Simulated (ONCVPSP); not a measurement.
# Scattering properties, ONCV potential for Hf (Z = 72)

```
Element                 : Hf (Z = 72)
Generator               : ONCVPSP 4.0.1
Type                    : optimised norm-conserving Vanderbilt (ONCV)
Functional              : PBE
Relativity              : scalar-relativistic
Frozen core             : [Kr] 4d10 4f14
Valence charge          : 12
Reference configuration : 5s2 5p6 5d2 6s2
Partial waves           : 5s+6s: rc 1.60 bohr, ncon 4, nbas 9, qcut 7.6 1/bohr, 2 projectors; 5p: rc 1.55 bohr, ncon 4, nbas 9, qcut 7.4 1/bohr, 2 projectors, debl 2.2 Ha; 5d: rc 3.10 bohr, ncon 4, nbas 9, qcut 5.8 1/bohr, 2 projectors, debl 0.6 Ha
Local potential         : polynomial inside 1.15 bohr (lpopt 3, dvloc0 4 Ha)
Core correction         : Teter function, fcfact 4.75, rcfact 1.55
```

The phase is arctan(r·R′/R) of the radial function R(r), unwrapped; energies in Ha, scanned from -4 to 5 Ha. A pole is an energy at which the radial function vanishes at the test radius. The pseudo phase is shifted by a multiple of π to meet the all-electron one at the reference energy, and phase errors are pseudo minus all-electron; the curves can meet again beyond the range given. Levels narrower than the energy grid can be missing from the lists of poles.

```csv
channel,radius (bohr),reference energy (Ha),"poles, all-electron","poles, pseudo",unbroken range about the reference energy with phases within 0.05 rad,phase error 1 Ha above the reference energy (rad)
s,1.63,-0.19,-1.64,-1.64,the whole range,-0.000
p,1.57,-1.31,0.36,0.36,below 4.7,-0.000
d,3.14,-0.10,"0.10, 2.21","0.10, 2.23",below 3.2,+0.002
```

Phases in the d channel:

```csv
E (Ha),all-electron,pseudo
-3.98,1.443,1.443
-3.74,1.438,1.438
-3.50,1.433,1.433
-3.26,1.427,1.427
-3.02,1.421,1.421
-2.78,1.413,1.413
-2.54,1.405,1.405
-2.30,1.395,1.395
-2.06,1.382,1.382
-1.82,1.367,1.367
-1.58,1.348,1.348
-1.34,1.322,1.322
-1.10,1.286,1.286
-0.86,1.228,1.228
-0.62,1.115,1.115
-0.38,0.761,0.761
-0.14,-0.928,-0.928
0.10,-1.572,-1.572
0.34,-1.807,-1.807
0.58,-2.128,-2.128
0.82,-3.137,-3.136
1.06,-4.153,-4.152
1.30,-4.441,-4.439
1.54,-4.561,-4.559
1.78,-4.630,-4.629
2.02,-4.680,-4.677
2.26,-4.721,-4.717
2.50,-4.761,-4.755
2.74,-4.806,-4.796
2.98,-4.867,-4.848
3.22,-4.976,-4.929
3.46,-5.271,-5.103
3.70,-6.573,-5.741
3.94,-7.427,-7.138
4.18,-7.625,-7.530
4.42,-7.707,-7.658
4.66,-7.754,-7.722
4.90,-7.786,-7.762
```
